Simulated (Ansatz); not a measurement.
`[CH3][SnH2][CH3]` + `[SiH3]OBS` → `CSBO[SiH3]` + `[CH3][SnH3]`  (substitution at a C–Sn bond)

Gas-phase electronic energies from Ansatz, PBE0-D4/def2-TZVP geometries. CBS: MP2 limit from def2 TZ/QZ plus the TZ coupled-cluster correction, frozen cores. Functionals use def2-TZVPP. def2 core potentials past Kr. For Sn outer-core shells are correlated without core-valence functions, which leaves a few kJ/mol of doubt a bond. Each species was taken in one conformer, which may not be the lowest.

`[CH3][SnH2][CH3]`:

Cartesian coordinates in Å:
```
C -1.054 -1.408 0.377
Sn -0.402 0.633 0.359
C 1.440 0.799 -0.722
H -1.991 -1.502 0.926
H -0.301 -2.036 0.855
H -1.208 -1.759 -0.644
H -0.176 1.179 1.969
H -1.596 1.613 -0.383
H 2.206 0.182 -0.252
H 1.300 0.464 -1.751
H 1.781 1.835 -0.734
```

`[SiH3]OBS`:

Cartesian coordinates in Å:
```
Si 0.244 -1.368 -0.045
O 0.049 0.046 -0.864
B -0.193 1.359 -0.673
S -0.441 2.164 0.925
H 1.625 -1.848 -0.277
H 0.022 -1.182 1.414
H -0.741 -2.340 -0.574
H -0.256 2.086 -1.621
H -0.309 1.083 1.714
```

`CSBO[SiH3]`:

Cartesian coordinates in Å:
```
C -1.110 -1.746 1.568
S 0.209 -0.759 0.824
B -0.675 0.240 -0.384
O -0.021 1.127 -1.166
Si 1.554 1.605 -1.333
H -2.068 -1.474 1.128
H -0.913 -2.803 1.391
H -1.135 -1.560 2.641
H -1.862 0.113 -0.495
H 2.404 0.438 -1.679
H 1.584 2.602 -2.427
H 2.032 2.217 -0.068
```

`[CH3][SnH3]`:

Cartesian coordinates in Å:
```
C -0.209 0.500 -1.015
Sn 0.179 -0.430 0.873
H 0.715 0.905 -1.427
H -0.927 1.310 -0.890
H -0.617 -0.231 -1.713
H 1.311 -1.697 0.682
H 0.813 0.715 1.972
H -1.266 -1.073 1.519
```

```
           species  r2SCANh-D4 energy (Eh)
`[CH3][SnH2][CH3]`              -295.35424
       `[SiH3]OBS`              -790.81756
      `CSBO[SiH3]`              -830.11778
     `[CH3][SnH3]`              -256.04286
```

(1) Work out ΔE.

Largest T1 diagnostic among the species: 0.013.

Results:

(1) ΔE = (-830.11778) + (-256.04286) − (-295.35424) − (-790.81756) = 0.01116 Eh = +29.3 kJ/mol. CCSD(T)/CBS gives +37.8 kJ/mol.

In def2-TZVPP, CCSD(T) changes the Hartree–Fock value by +5.1 kJ/mol (the triples alone add −0.6 kJ/mol) and MP2 by +7.8 kJ/mol. At CCSD(T), def2-SVP lies −9.3 kJ/mol from the extrapolated value and def2-TZVPP −2.7 kJ/mol. Leaving LDA and LC-ωPBE aside and taking each functional with its dispersion term where it has one, the values, not all of them listed here, spread over 9.0 kJ/mol, from B97M-V to B2PLYP. LDA lies −3.5 kJ/mol from PBE without D4.
